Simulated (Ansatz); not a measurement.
A search over several starts for the lowest SCF solution of Rb₂F₃⁻ at the given spin, in a small basis.

```yaml
crystal:
  periodic: [false, false, false]
  atoms:
    - {symbol: Rb, position_ang: [0.817170, 2.351257, 1.614522]}
    - {symbol: Rb, position_ang: [-0.297124, -0.847011, -0.582336]}
    - {symbol: F, position_ang: [0.143096, -0.259574, 1.840674]}
    - {symbol: F, position_ang: [0.355663, 1.573701, -0.937004]}
    - {symbol: F, position_ang: [-1.018795, -2.818373, -1.935855]}
basis:
  gaussian: {orbitals: def2-SVP, initial_orbitals: start.molden}
total_charge: -1
magnetization: {spin_polarized: true, initial_magnetization: 2}
hamiltonian: {xc: pbe0, dispersion: d4}
output: {orbitals: {seedname: orbitals}}
```

The file start.molden holds the orbitals of an earlier run on this structure, at another level or in another basis.

```sh
$ ansatz run in.yaml --threads 2 --pin off --events-out ev --progress --plain --max-ram 4352MiB
```

Shortened log:

```
Functional definition: PBE0
846 factors; integrals over basis functions are off by at most 7.7e-4 eV
mean field evaluation 1: about -9448.7033 eV, gradient 8.1e0 eV
mean field evaluation 2: about -9448.9602 eV, gradient 3.4e-1 eV
mean field evaluation 4: about -9449.0944 eV, gradient 6.4e-3 eV
mean field evaluation 8: about -9449.0944 eV, gradient 2.3e-5 eV
mean field evaluation 16: about -9436.7430 eV, gradient 5.6e1 eV
mean field evaluation 32: about -9449.0944 eV, gradient 4.6e-3 eV
mean field evaluation 64: about -9448.9242 eV, gradient 3.0e0 eV
mean field -9449.09436725 eV, -347.2478131702 hartree, gradient 7.1e-6 eV, S^2 2.006653; 9 other end points of the search recorded, 0 dependent functions left out
reference -9449.09441362 eV, -347.2478148743 hartree; 24, 22 occupied and 66, 68 virtual orbitals, 846 factors
Total energy: -9449.15294560 eV, -347.2499658848 hartree
```

It took 16 s on 2 threads of Arm Neoverse V2 on a shared host.

In the def2 sets Rb takes a core potential; there is no spin–orbit coupling. The highest occupied level of the charge -1 triplet lies above zero (up to 0.52 eV). The electron is either unbound and held by the finite basis, or the level is raised by self-interaction error. At PBE0-D4/def2-TZVPD a singlet of charge -1 lies 3.98 eV below the triplet, each at its own geometry. The structure comes from a short search, and lower isomers may exist.
